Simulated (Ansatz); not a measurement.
Species: AlBr₃, SMILES `[Br][Al]([Br])[Br]` (charge 0, multiplicity 1).

Task: Give a relaxed geometry from PBE0-D4/def2-TZVP (Ansatz, a first-principles code).

Result: the end point of this relaxation (outside a Z-matrix the atoms follow the SMILES, hydrogens last).
Z-matrix (Å, degrees):
```
Al
Br 1 2.2294
Br 1 2.2294 2 120.00
Br 1 2.2294 2 120.00 3 -180.00
```
